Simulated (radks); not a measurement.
Values are calculated unless marked as measured or tabulated.
Neutral iron inside a hard spherical wall (all orbitals vanish at R), configuration held at [Ar] 3d6 4s2 and not refilled when levels cross. Code: a radial shooting solver on a logarithmic mesh with Libxc functionals. Model: scalar-relativistic Kohn-Sham, PBE, spin-polarised, spherical densities, finite nucleus; open shells are filled with parallel spins first; Fermi nuclear charge, rms radius 3.7377 fm. Eigenvalues in eV for spin up, with the zero of energy where the potential of the charges vanishes at infinity; a dash marks a level that is unbound or too diffuse for the functional's potential to be trusted. A positive occupied level is held by the wall or, in an anion where self-interaction has pushed it up, behind a barrier. The pressure on the wall is -dE/dV.

| R (bohr) | E (hartree) | kinetic (hartree) | e(3s) | e(3p) | e(3d) | e(4s) | e(4p, empty) | e(5s, empty) | pressure (GPa) |
|---|---|---|---|---|---|---|---|---|---|
| free | -1272.58141 | 1287.805 | -95.557 | -61.562 | -8.891 | -5.630 | -1.457 | - | 0 |
| 15 | -1272.58141 | 1287.805 | -95.557 | -61.562 | -8.891 | -5.630 | -1.454 | 0.268 | < 0.0001 |
| 10 | -1272.58109 | 1287.808 | -95.527 | -61.532 | -8.862 | -5.606 | -1.357 | 1.561 | 0.00886 |
| 6 | -1272.54921 | 1287.991 | -94.479 | -60.484 | -7.848 | -4.620 | 0.462 | 10.712 | 2.40 |
| 4 | -1272.23021 | 1289.250 | -90.039 | -56.092 | -3.647 | 1.121 | 8.586 | 40.009 | 66.1 |
| 3 | -1271.17608 | 1292.791 | -82.064 | -48.295 | 4.184 | 15.654 | 26.666 | 94.928 | 556 |
| 2 | -1264.32874 | 1314.422 | -55.488 | -21.512 | 34.073 | 89.544 | 108.10 | 301.48 | 10200 |
